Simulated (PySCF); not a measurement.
Be(F)(NH2) (BeFH2N), SMILES [F][Be][NH2].

Geometry: TPSSh-D3(BJ)/def2-TZVP. One conformer was computed; it need not be the lowest.

All values below come from TDDFT-CAM-B3LYP/def2-TZVPD run with PySCF.

Vertical excitations. Gas-phase values at a fixed geometry. State labels are in the subgroup C2v.

**Question.** List the lowest excited states. (Estimate from the structure and the level; the computed values follow.)

**Answer.** 
| state | symmetry | energy (eV) | λ (nm) | f | main pairs |
|---|---|---|---|---|---|
| S1 | B1 | 5.75 | 216 | 0.074 | HOMO→LUMO 95 % |
| S2 | A2 | 6.63 | 187 | 0.000 | HOMO→LUMO+1 65 %, HOMO→LUMO+4 32 % |
| S3 | B1 | 7.33 | 169 | 0.001 | HOMO→LUMO+2 85 % |
| S4 | A2 | 7.63 | 162 | 0.000 | HOMO→LUMO+4 64 %, HOMO→LUMO+1 26 % |
| S5 | A1 | 7.79 | 159 | 0.023 | HOMO→LUMO+3 96 % |
| S6 | A1 | 9.09 | 136 | 0.163 | HOMO→LUMO+6 91 % |
| S7 | B1 | 9.28 | 134 | 0.009 | HOMO→LUMO+5 86 % |
| S8 | A2 | 9.68 | 128 | 0.000 | HOMO→LUMO+7 84 % |
| S9 | B1 | 9.68 | 128 | 0.005 | HOMO→LUMO+8 75 %, HOMO→LUMO+11 12 % |
| S10 | B2 | 9.82 | 126 | 0.033 | HOMO−1→LUMO 81 %, HOMO−1→LUMO+2 13 % |
| T1 | B1 | 5.37 | 231 | 0 | HOMO→LUMO 91 % |
| T2 | A2 | 6.54 | 190 | 0 | HOMO→LUMO+1 60 %, HOMO→LUMO+4 36 % |
| T3 | A1 | 6.94 | 179 | 0 | HOMO→LUMO+3 68 %, HOMO→LUMO+6 23 % |
| T4 | B1 | 7.24 | 171 | 0 | HOMO→LUMO+2 81 % |
Triplets are in the Tamm–Dancoff approximation, which puts them higher than full response would, so one can lie above its singlet here.
